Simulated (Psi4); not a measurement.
A dimer, H2O ··· C4H4O (SMILES O and c1ccoc1); the first 3 atoms form monomer A.

```
12

O     -0.0001     0.3896     0.0000
H     -0.7650    -0.1951     0.0000
H      0.7651    -0.1945     0.0000
C      4.9034    -1.4483     0.0643
C      4.7605    -0.0230     0.0842
C      3.4282     0.2243     0.0602
O      2.7310    -0.9446     0.0265
C      3.6460    -1.9527     0.0296
H      5.8195    -2.0137     0.0744
H      5.5466     0.7120     0.1127
H      2.8406     1.1247     0.0625
H      3.2480    -2.9513     0.0051
```

Task: What interaction energy does Psi4 1.11 with SAPT0/jun-cc-pVDZ, frozen core give, and which attractive term is the largest?

Result: Total -3.51 kcal/mol: electrostatics -4.42, exchange 3.44, induction -1.05, dispersion -1.48. The most attractive term is electrostatics.
